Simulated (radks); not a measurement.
Results of a calculation; reference values are marked as such.
Question: Li, 3 electrons, occupied as [He] 2s1. Code: a radial shooting solver on a logarithmic mesh with Libxc functionals. Model: non-relativistic Kohn-Sham, LB94 model potential, spin-polarised, spherical densities, point nucleus; open shells are filled with parallel spins first. Some entries of the table are withheld. Estimate them.

orbital  occ.  eigenvalue (hartree)  r(max) (bohr)
1s up       1              -2.31753         0.3634
1s down     1              -2.31414         0.3647
2s down     0              -0.29847          2.564
2p down     0              -0.22489          2.504
2s up       1              -0.19342          3.049
2p up       0              -0.13018          3.654
3s down     0                   (1)          7.482
3d down     0              -0.07555          6.628
3s up       0                   (2)          9.110
3d up       0              -0.05072          8.435

Answer: 
(1) 3s down eigenvalue (hartree): -0.10102
(2) 3s up eigenvalue (hartree): -0.06965
